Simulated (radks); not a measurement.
Values are calculated unless marked as measured or tabulated.
Tm I, 69 electrons, occupied as [Xe] 4f13 6s1.75 6p0.25 (fractional occupations, a model configuration). Level of theory: Dirac Kohn-Sham, exchange-only PBE, spin-unpolarised, spherical densities, finite nucleus; open shells are shared between the two j in proportion to 2j + 1; Fermi nuclear charge, rms radius 5.2256 fm (a radial shooting solver on a logarithmic mesh with Libxc functionals).

X-ray form factor f0, the Fourier transform of the density (f0(0) = 69):

| sin(theta)/lambda (1/angstrom) | f0 (electrons) |
|---|---|
| 0.05 | 67.657 |
| 0.1 | 64.812 |
| 0.15 | 61.555 |
| 0.2 | 58.138 |
| 0.25 | 54.651 |
| 0.3 | 51.218 |
| 0.4 | 44.917 |
| 0.5 | 39.593 |
| 0.6 | 35.134 |
| 0.8 | 28.109 |
| 1 | 23.049 |
| 1.25 | 18.907 |
| 1.5 | 16.331 |
| 2 | 12.840 |
